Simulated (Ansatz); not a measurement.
```xyz
3

H     0.0000    0.0000   -1.4287
C     0.0000    0.0000   -0.4385
C     0.0000    0.0000    0.6767
```

Basis set: cc-pVDZ (spherical functions). Left uncorrelated: 2 orbitals. Charge 0, multiplicity 2.

Computed with Ansatz (development build ahead of 0.2.0); each method stands on the lowest determinant of its kind that the runs found.

(1) Give the atomization energy at this shape (free ground-state atoms in the same class of orbitals less the molecule, no zero-point energy) of doublet C2H by UHF-MP2, UHF.

Answers

(1)

```
 method  atomization energy
UHF-MP2             9.60 eV
    UHF             7.03 eV
```

Caution: the shape is not the minimum; the unrestricted determinant is spin contaminated.
